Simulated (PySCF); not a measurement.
Species: C₄H₁₁BO₂.
Z-matrix (Å and degrees, PBE0-D3(BJ)/def2-SVP geometry), rows numbered from 1:
```
C 
C   1  1.5122
O   2  1.4094  1  111.00
B   3  1.3565  2  122.23  1  -103.96
O   4  1.3505  3  120.11  2   176.89
C   5  1.4150  4  121.54  3     0.89
C   6  1.5135  5  111.66  4    84.10
H   1  1.1006  2  110.67  3  -176.04
H   1  1.1004  2  110.56  3   -55.96
H   1  1.1008  2  110.83  3    63.87
H   2  1.1045  1  110.52  3  -122.52
H   2  1.1026  1  110.31  3   118.97
H   4  1.2118  3  121.69  2    -3.12
H   6  1.1014  5  106.56  4  -155.32
H   6  1.1028  5  110.06  4   -38.65
H   7  1.1001  6  110.72  5   -65.08
H   7  1.1004  6  110.64  5    55.26
H   7  1.1008  6  110.48  5   175.15
```

Method used: PySCF 2.14.0, density-fitted response routines, TDDFT B3LYP/def2-SVPD, vertical, gas phase, core orbitals frozen in the response.

Frontier orbitals with the atoms that hold most of them (Löwdin shares over 4%, at most four atoms; ? is withheld):

```tsv
orbital	ε (eV)	atoms
LUMO+2	0.82	C7 16%, C1 12%, H18 9%, C6 8%
LUMO+1	0.50	B4 31%, O3 19%, O5 16%, H13 11%
LUMO	?	B4 24%, C1 14%, C2 7%, O3 6%
HOMO	-8.01	?
HOMO-1	-8.44	?
HOMO-2	-8.85	O3 24%, O5 19%, C6 10%, C2 8%
HOMO-3	-9.18	O3 24%, O5 16%, C2 11%, C6 9%
```

Question: Which atoms hold the HOMO, and with what shares?

Answer: O5 (bonded to B and C) 36%; O3 (bonded to B and C) 27%; C6 (bonded to C, O and 2 H) 7%; C7 (bonded to C and 3 H) 7%. By element: oxygen 63%, carbon 13% or more.

Question: Which atoms hold the HOMO-1, and with what shares?

Answer: O5 (bonded to B and C) 24%; O3 (bonded to B and C) 20%; C6 (bonded to C, O and 2 H) 12%; B4 (bonded to 2 O and H) 10%. By element: oxygen 44%, carbon 12% or more, boron 10%.

Question: What is the LUMO energy, and the HOMO–LUMO gap?

Answer: ε(LUMO) = 0.36 eV; the gap is 8.36 eV (0.3074 hartree).

Question: How does S1 compare with the orbital gap of 8.36 eV?

Answer: S1 is at 7.53 eV (f = 0.011), 0.83 eV below the gap, made of HOMO→LUMO (96%). 

Next come S2 at 7.69 eV (f 0.040), HOMO-1→LUMO+1 (50%), HOMO→LUMO+1 (29%), HOMO-1→LUMO (15%); S3 at 7.76 eV (f 0.136), HOMO→LUMO+1 (64%), HOMO-1→LUMO+1 (28%); S4 at 8.00 eV (f 0.0019), HOMO-1→LUMO (69%), HOMO-1→LUMO+1 (13%), HOMO→LUMO+2 (10%); S5 at 8.07 eV (f 0.0096), HOMO→LUMO+2 (76%).

Time: 3.8 min wall; peak memory 1.1 GiB. Hardware: one thread, Arm Neoverse V2 (aarch64), no GPU, shared host.

One conformer stands for the species.

Without π bonds the low states are Rydberg-like; a valence basis with one diffuse set may place them up to an eV too high.
